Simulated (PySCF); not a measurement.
PySCF input for H6PSi, SMILES [SiH3][PH3+], charge +1, PBE/pcJ-1. The structure is a stationary point at B3LYP-D3(BJ)/def2-TZVP. The isomer is the one that the SMILES or the coordinates give; other isomers of the formula were not compared.

```python
import numpy as np
from pyscf import gto, scf, dft
from pyscf.prop.ssc import rks as ssc

mol = gto.M(
    atom='''
    Si    0.00000000   -0.00000000   -1.21675488
    P     0.00000000    0.00000000    1.10713576
    H     1.24443970    0.71847759   -1.52507374
    H    -1.24443969    0.71847760   -1.52507373
    H    -0.00000001   -1.43695519   -1.52507374
    H     1.11228852   -0.64218009    1.66758437
    H    -1.11228853   -0.64218007    1.66758437
    H     0.00000001    1.28436015    1.66758437
    ''',
    basis='pcJ-1',
    charge=1,
    spin=0,
    max_memory=1600,
    verbose=3,
)
mf = dft.RKS(mol, xc='pbe')
mf.grids.level = 3
mf.conv_tol = 1e-10
mf.max_cycle = 100
mf.kernel()
j = ssc.SSC(mf)
j.with_fcsd = True
j.max_cycle_cphf = 80
j.conv_tol = 1e-7
e11 = j.kernel()
```

Output:

```
converged SCF energy = -629.650802086112
Reduced spin-spin coupling constant K (Hz)
               #0        #1        #2        #3        #4
        0 Si   0.00000
        1 P   -8.68969   0.00000
        2 H   41.44756   1.20518   0.00000
        3 H   41.44695   1.20526   0.19165   0.00000
        4 H   41.44803   1.20615   0.19159   0.19184   0.00000
        5 H    0.13847  33.08876  -0.01857   0.45876  -0.01873
        6 H    0.13830  33.08799   0.45868  -0.01862  -0.01854
        7 H    0.13836  33.08835  -0.01858  -0.01858   0.45869
               #5        #6        #7
        5 H    0.00000
        6 H   -0.21141   0.00000
        7 H   -0.21139  -0.21139   0.00000
Spin-spin coupling constant J (Hz)
               #0        #1        #2        #3        #4
        0 Si   0.00000
        1 P   21.84124   0.00000
        2 H  -257.11417  15.23528   0.00000
        3 H  -257.11038  15.23633   5.97943   0.00000
        4 H  -257.11708  15.24766   5.97768   5.98526   0.00000
        5 H   -0.85897 418.29304  -0.57927  14.31322  -0.58424
        6 H   -0.85793 418.28325  14.31066  -0.58106  -0.57837
        7 H   -0.85832 418.28780  -0.57961  -0.57967  14.31113
               #5        #6        #7
        5 H    0.00000
        6 H   -6.59601   0.00000
        7 H   -6.59547  -6.59540   0.00000
```

Self-consistency was reached.

Cost: very roughly 29 core-seconds.
